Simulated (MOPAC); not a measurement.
Input for MOPAC: PM3 on CH4GeO2 (SMILES C[O][Ge][OH]), a point of a torsion scan.

```
PM3 1SCF PRECISE CHARGE=0 THREADS=1
CH4GeO2

C     -1.22828103 1     0.17125114 1     0.38455294 1
O     -0.18697297 1    -0.64534356 1    -0.07885679 1
Ge     1.19398601 1    -1.60080624 1    -0.57310355 1
O      2.36867372 1    -0.43220730 1    -1.20784971 1
H     -2.04017303 1    -0.44764224 1     0.77645634 1
H     -0.86670857 1     0.82891653 1     1.17897563 1
H     -1.61304983 1     0.78707777 1    -0.43258983 1
H      2.36357707 1     0.51831521 1    -1.29566815 1
```

Output:

```
*******************************************************************************
 **                                                                           **
 **                              MOPAC v23.2.5                                **
 **                                                                           **
 *******************************************************************************
 ** MOPAC's Digital Object Identifier: https://doi.org/10.5281/zenodo.6511958 **
 **                                                                           **
 ** Please cite the open-source release paper for use of this MOPAC version:  **
 ** J. E. Moussa and J. J. P. Stewart (2026)                                  **
 ** MOPAC: An open-source semiempirical molecular orbital program             **
 ** J. Open Source Softw., 11(119), 8025, https://doi.org/10.21105/joss.08025 **
 *******************************************************************************

                              PM3 CALCULATION RESULTS

 *******************************************************************************
 *  PM3        - The PM3 Hamiltonian to be used
 *
 *
 *
 *                 CHARGE ON SYSTEM = 0
 *
 *
 *
 *  PRECISE    - TIGHTER CRITERIA TO BE USED
 *  1SCF       - DO 1 SCF AND THEN STOP
 *  THREADS=1  - MULTI-THREADING NOT USED
 *  T=         - A TIME OF 172800.0 SECONDS REQUESTED
 *  DUMP=N     - RESTART FILE WRITTEN EVERY 7200.0 SECONDS REQUESTED
 *******************************************************************************
PM3 1SCF PRECISE CHARGE=0 THREADS=1
 CH4GeO2

   ATOM   CHEMICAL          X               Y               Z
  NUMBER   SYMBOL      (ANGSTROMS)     (ANGSTROMS)     (ANGSTROMS)

     1       C         -1.22828103  *   0.17125114  *   0.38455294  *
     2       O         -0.18697297  *  -0.64534356  *  -0.07885679  *
     3      Ge          1.19398601  *  -1.60080624  *  -0.57310355  *
     4       O          2.36867372  *  -0.43220730  *  -1.20784971  *
     5       H         -2.04017303  *  -0.44764224  *   0.77645634  *
     6       H         -0.86670857  *   0.82891653  *   1.17897563  *
     7       H         -1.61304983  *   0.78707777  *  -0.43258983  *
     8       H          2.36357707  *   0.51831521  *  -1.29566815  *



          CARTESIAN COORDINATES

    NO.       ATOM           X           Y           Z

     1         C         -1.2283      0.1713      0.3846
     2         O         -0.1870     -0.6453     -0.0789
     3        Ge          1.1940     -1.6008     -0.5731
     4         O          2.3687     -0.4322     -1.2078
     5         H         -2.0402     -0.4476      0.7765
     6         H         -0.8667      0.8289      1.1790
     7         H         -1.6130      0.7871     -0.4326
     8         H          2.3636      0.5183     -1.2957

  H: (PM3): J. J. P. STEWART, J. COMP. CHEM. 10, 209 (1989).
  C: (PM3): J. J. P. STEWART, J. COMP. CHEM. 10, 209 (1989).
  O: (PM3): J. J. P. STEWART, J. COMP. CHEM. 10, 209 (1989).
 Ge: (PM3): J. J. P. STEWART, J. COMP. CHEM. 12, 320-341 (1991).

           Empirical Formula: C H4 O2 Ge  =     8 atoms



      MOLECULAR POINT GROUP   :   Cs


      RHF CALCULATION, NO. OF DOUBLY OCCUPIED LEVELS = 12


 -------------------------------------------------------------------------------
 PM3 1SCF PRECISE CHARGE=0 THREADS=1
 CH4GeO2



     1SCF WAS SPECIFIED, SO BFGS WAS NOT USED
     SCF FIELD WAS ACHIEVED


                              PM3 CALCULATION
                                                       MOPAC v23.2.5 Linux




          FINAL HEAT OF FORMATION =       -106.06127 KCAL/MOL =    -443.76036 KJ/MOL


          COSMO AREA              =        118.15 SQUARE ANGSTROMS
          COSMO VOLUME            =        104.57 CUBIC ANGSTROMS

          IONIZATION POTENTIAL    =          9.647836 EV
          HOMO LUMO ENERGIES (EV) =         -9.648  0.052
          NO. OF FILLED LEVELS    =         12
          MOLECULAR WEIGHT        =        120.6314         POINT GROUP:  Cs

          MOLECULAR DIMENSIONS (Angstroms)

            Atom       Atom       Distance
            H     8    H     5     4.96183
           Ge     3    H     7     3.04195
            H     6   Ge     3     1.67806


          SCF CALCULATIONS        =          1





   ATOM   CHEMICAL          X               Y               Z
  NUMBER   SYMBOL      (ANGSTROMS)     (ANGSTROMS)     (ANGSTROMS)

     1       C         -1.22828103  *   0.17125114  *   0.38455294  *
     2       O         -0.18697297  *  -0.64534356  *  -0.07885679  *
     3      Ge          1.19398601  *  -1.60080624  *  -0.57310355  *
     4       O          2.36867372  *  -0.43220730  *  -1.20784971  *
     5       H         -2.04017303  *  -0.44764224  *   0.77645634  *
     6       H         -0.86670857  *   0.82891653  *   1.17897563  *
     7       H         -1.61304983  *   0.78707777  *  -0.43258983  *
     8       H          2.36357707  *   0.51831521  *  -1.29566815  *

                             CARTESIAN COORDINATES

   1    C       -1.228281030     0.171251140     0.384552940
   2    O       -0.186972970    -0.645343560    -0.078856790
   3   Ge        1.193986010    -1.600806240    -0.573103550
   4    O        2.368673720    -0.432207300    -1.207849710
   5    H       -2.040173030    -0.447642240     0.776456340
   6    H       -0.866708570     0.828916530     1.178975630
   7    H       -1.613049830     0.787077770    -0.432589830
   8    H        2.363577070     0.518315210    -1.295668150


           Empirical Formula: C H4 O2 Ge  =     8 atoms



      MOLECULAR POINT GROUP   :   Cs


                  EIGENVALUES
 -35.92467 -34.62629 -26.05067 -17.60799 -15.92485 -14.65194 -14.62906 -12.11921
 -11.52646 -10.95412  -9.96028  -9.64784   0.05181   1.38061   2.21946   4.48153
   5.02800   5.06869   6.04222   6.58428


              NET ATOMIC CHARGES AND DIPOLE CONTRIBUTIONS

  ATOM NO.   TYPE          CHARGE      No. of ELECS.   s-Pop       p-Pop
    1          C           0.218061        3.7819     1.10833     2.67361
    2          O          -0.666937        6.6669     1.77109     4.89584
    3         Ge           0.893547        3.1065     1.80497     1.30148
    4          O          -0.601601        6.6016     1.76645     4.83515
    5          H          -0.009467        1.0095     1.00947
    6          H          -0.016817        1.0168     1.01682
    7          H          -0.014660        1.0147     1.01466
    8          H           0.197873        0.8021     0.80213
 DIPOLE           X         Y         Z       TOTAL
 POINT-CHG.     0.115    -2.984     0.354     3.007
 HYBRID        -0.559     3.318    -0.035     3.365
 SUM           -0.444     0.334     0.319     0.641


          ATOMIC ORBITAL ELECTRON POPULATIONS

     Atom    s        px        py        pz
    1  C   1.10833   0.85853   0.89024   0.92483
    2  O   1.77109   1.47792   1.66204   1.75588
    3 Ge   1.80497   0.32472   0.65019   0.32657
    4  O   1.76645   1.75801   1.25108   1.82605
    5  H   1.00947
    6  H   1.01682
    7  H   1.01466
    8  H   0.80213

 **********************
 *                    *
 * JOB ENDED NORMALLY *
 *                    *
 **********************




 == MOPAC DONE ==
```

The run finished.

Cost: roughly 0.03 core-seconds.
